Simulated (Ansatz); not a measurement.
Cl2HHfIO (`[OH][Hf]([Cl])([Cl])[I]`), relaxed with RKS PBE0-D4/def2-TZVP in the Gaussian-basis code of Ansatz from a PBE-D4/def2-SVP geometry. The force threshold is 0.005 eV/Å; the program also tests the step.

Total charge 0; spin multiplicity 1. Hf, I takes the def2 core potential.

Start:

```xyz
6

O     0.852    1.234    0.170
Hf   -0.227   -0.300   -0.116
Cl   -2.376    0.377   -0.792
Cl    0.756   -1.648   -1.774
I    -0.395   -1.690    2.214
H     1.390    2.027    0.299
```

```json
{"step": "1", "energy (eV)": "-36516.3856", "largest force (eV/Å)": "0.721", "largest move (Å)": "0.000"}
{"step": "2", "energy (eV)": "-36516.4006", "largest force (eV/Å)": "0.241", "largest move (Å)": "0.036"}
{"step": "3", "energy (eV)": "-36516.4037", "largest force (eV/Å)": "0.017", "largest move (Å)": "0.013"}
{"step": "4", "energy (eV)": "-36516.4037", "largest force (eV/Å)": "0.008", "largest move (Å)": "0.002"}
{"step": "5", "energy (eV)": "-36516.4037", "largest force (eV/Å)": "0.001", "largest move (Å)": "0.005"}
```

End:

```xyz
6

O     0.842    1.226    0.165
Hf   -0.224   -0.296   -0.108
Cl   -2.351    0.375   -0.793
Cl    0.748   -1.623   -1.763
I    -0.394   -1.686    2.211
H     1.379    2.004    0.288
```

It took 24 s on 4 threads of a server CPU on a shared host, with 0.7 GiB of host memory at the peak.
